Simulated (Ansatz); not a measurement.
A nudged elastic band was laid between two geometries of ClGeH₇Si₃ (12 atoms, charge 0, multiplicity 1).

Computed with RKS PBE0-D4/def2-SVP in Ansatz 0.2.0.

```json
{
 "movable images": "5",
 "climbing image": "yes",
 "spring": "5.0 eV/Å²",
 "optimiser": "quadratic models (default)",
 "start path": "through a guess of the saddle point",
 "force threshold": "0.05 eV/Å",
 "iteration limit": "58",
 "end points": "relaxed"
}
```

Image 0:

```xyz
12
Properties=species:S:1:pos:R:3
Si -2.080 -0.155 0.500
Si 0.144 0.308 1.027
Ge 1.602 -1.144 -0.229
Si 1.238 1.112 -0.865
Cl 0.066 1.570 -2.518
H -2.905 1.091 0.521
H -2.101 -0.743 -0.873
H -2.660 -1.141 1.463
H 0.458 0.794 2.404
H 2.991 -1.483 0.328
H 0.932 -2.316 -0.954
H 2.391 2.050 -0.770
```

Image 6:

```xyz
12
Properties=species:S:1:pos:R:3
Si -2.091 -0.073 0.476
Si 0.125 0.465 0.965
Ge 1.594 -1.171 -0.020
Si 1.268 0.964 -1.001
Cl 0.145 1.180 -2.735
H -2.678 -0.928 1.552
H -2.923 1.160 0.323
H -2.089 -0.834 -0.810
H 0.412 1.156 2.258
H 2.967 -1.442 0.612
H 0.919 -2.431 -0.573
H 2.427 1.899 -1.013
```

Question: What changes between the two ends?

Answer: No bond is made or broken. The dihedral H6–Si1–Si2–Ge3 goes from -145 to 92°. The two ends are copies of one structure, up to a mirror image or an exchange of like atoms.

Question: What energy profile does the band end with?

Answer: The run converged. The highest image is number 3 of 0 to 6, 0.054 eV above the ends, which have the same energy within 2 meV. A vibrational analysis at the climbing image gives one clearly imaginary mode, 103i cm⁻¹: a first-order saddle point.

```csv
image,path coordinate (Å),energy (eV),dihedral H6–Si1–Si2–Ge3 (°)
0,0.00,0.000,-145
1,0.82,0.013,-166
2,1.64,0.039,173
3,2.45,0.054,152
4,3.25,0.040,132
5,4.04,0.013,112
6,4.83,0.000,92
```

Question: What is the geometry of the highest image?

Answer: 
```xyz
12
Properties=species:S:1:pos:R:3
Si -2.147 -0.076 0.495
Si 0.107 0.393 0.926
Ge 1.661 -1.164 -0.058
Si 1.304 0.986 -0.988
Cl 0.207 1.127 -2.746
H -2.989 0.458 1.610
H -2.557 0.570 -0.786
H -2.360 -1.551 0.386
H 0.423 1.048 2.231
H 2.993 -1.446 0.651
H 1.040 -2.399 -0.720
H 2.395 1.999 -0.968
```

Question: What are the harmonic wavenumbers there?

Answer: 103i, 47, 61, 109, 150, 280, 304, 343, 380, 412, 456, 477, 533, 550, 574, 590, 616, 660, 740, 816, 867, 927, 936, 2154, 2178, 2219, 2225, 2236, 2240, 2245 cm⁻¹.

The band took 7 iterations and of the order of 5 core-minutes.

Run time: 2.7 min on 2 threads of Intel(R) Xeon(R) Platinum 8488C (Sapphire Rapids) (shared host), peak memory 0.47 GiB.
